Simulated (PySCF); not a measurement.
**How the functional moves excitation energies**

Compound: CH₂Br₂.
Numbering: `[Br:1][CH2:2][Br:3]` (hydrogens: H4, H5 on C2)

Linear-response calculations in the def2-SVPD basis (PySCF; singlets by full response, triplets Tamm–Dancoff, core orbitals frozen in the response; HF means time-dependent Hartree–Fock). 'Strongest' is the level of largest summed f among the singlets computed (10 roots, of which the last may lack a degenerate partner); it can jump between rows when another state enters that window. S1 is the lowest singlet of each run and needn't be the same state throughout; f(S1) is that of one state. Geometry: PBE0-D3(BJ)/def2-SVP; no solvent, vibrations or thermal averaging. Relativistic effects, spin–orbit coupling among them, are left out although an element past zinc is present.

| functional | kind | S1 (eV) | f(S1) | strongest (eV) | T1 (eV) | HOMO (eV) | gap (eV) | ionisation energy, ΔSCF (eV) |
| --- | --- | --- | --- | --- | --- | --- | --- | --- |
| LDA | LDA | 5.01 | 0.000 | 6.98 | 4.67 | -7.09 | 4.82 | 10.20 |
| PBE | GGA | 5.04 | 0.000 | 6.95 | 4.61 | -6.98 | 4.86 | 10.04 |
| B3LYP | global hybrid, 20% exact exchange | 5.44 | 0.000 | 7.44 | 4.88 | -7.98 | 6.54 | 10.41 |
| PBE0 | global hybrid, 25% exact exchange | 5.60 | 0.000 | 7.74 | 4.98 | -8.25 | 7.07 | 10.47 |
| BHandHLYP | global hybrid, 50% exact exchange | 5.95 | 0.000 | 8.37 | 5.23 | -9.34 | 9.09 | 10.60 |
| CAM-B3LYP | range-separated hybrid | 5.74 | 0.000 | 8.06 | 5.08 | -9.55 | 9.40 | 10.66 |
| wB97X-D | range-separated hybrid | 5.80 | 0.000 | 8.21 | 5.16 | -10.11 | 10.67 | 10.63 |
| LC-wPBE | range-separated hybrid | 6.01 | 0.000 | 8.20 | 5.26 | -10.95 | 11.97 | 10.91 |
| HF | Hartree–Fock | 6.54 | 0.017 | 9.46 | 5.63 | -11.12 | 12.85 | not settled |

S1 runs from 5.01 eV (LDA) to 6.54 eV (HF), a spread of 1.53 eV, while the orbital gap spreads over 8.0 eV. Along PBE (0%), B3LYP (20%), PBE0 (25%), BHandHLYP (50%), HF (100%) S1 rises with the share of exact exchange. −ε(HOMO) comes closest to its own ΔSCF ionisation energy with LC-wPBE (+0.04 eV) and misses most with LDA (-3.11 eV). 'Not settled' means that the ion's SCF failed to converge or may have ended in another state than the lowest.
